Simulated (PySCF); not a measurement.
FH₃LiN, SMILES [F][Li]<-[NH3] (connectivity only; charge and spin as stated), neutral, multiplicity 1.

Geometry: B3LYP-D3(BJ)/def2-TZVP.

Calculation: PySCF with IEF-PCM-B3LYP/def2-SVP.

The values are the electrostatic part of the solvation free energy, E(continuum) − E(gas) at the gas-phase geometry, in a cavity of scaled van der Waals radii (PySCF's table); cavitation and dispersion terms are not included. A continuum can't describe solvent molecules that bind to the metal. In vacuum the orbital gap is 5.37 eV. The dipole moment in vacuum is 8.28 D.

### Question
Estimate the values in water (ε = 78.36), N,N-dimethylformamide (ε = 37.22), acetonitrile (ε = 35.69). (Estimate from the structure and the level; the computed values follow.)

### Answer

| solvent | ε | ΔG(elec) (kcal/mol) | dipole (D) | gap (eV) |
|---|---|---|---|---|
| water | 78.36 | -19.7 | 9.01 | 7.14 |
| N,N-dimethylformamide | 37.22 | -19.3 | 8.99 | 7.11 |
| acetonitrile | 35.69 | -19.3 | 8.99 | 7.11 |
